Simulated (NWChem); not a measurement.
BHSeCl2; SMILES ClB(Cl)[SeH]

```xyz
5

B      0.0050    -0.5104     0.0000
Cl     1.5633    -1.3094     0.0000
Cl    -1.4597    -1.4698     0.0000
Se    -0.0092     1.4194     0.0000
H     -1.4744     1.5402     0.0000
```
Atoms are numbered in this order, from 1.

All runs: NWChem. Structure relaxed at the PBE0/def2-SVP level. LC-ωPBE (HJS hole) with def2-SVP; x = 1 − exp(−ω/0.25 bohr⁻¹) is a scale chosen for this fit.

```
row           x  −ε(HOMO) (eV)
--------  -----  -------------
ω = 0.10  0.330           7.97
ω = 0.20  0.551       withheld
ω = 0.30  0.699           9.86
ω = 0.35  0.753          10.14
ω = 0.50  0.865          10.73
```

Task: Fit a straight line of the last column on the one before it, predict the withheld value, and compare with the run.

Result: 
1. Means of the 4 shown rows: x = 0.6618, y = 9.675. Slope Σ(x − x̄)(y − ȳ)/Σ(x − x̄)² = 0.8294/0.1611 = 5.149; intercept 6.268.
2. The shown rows scatter about the line by 0.006 (root mean square); the largest residual is +0.01, at ω = 0.50.
3. At x = 0.551 (ω = 0.20; inside the shown range) the line gives 9.11.
4. The run gives 9.09, -0.02 from the line.
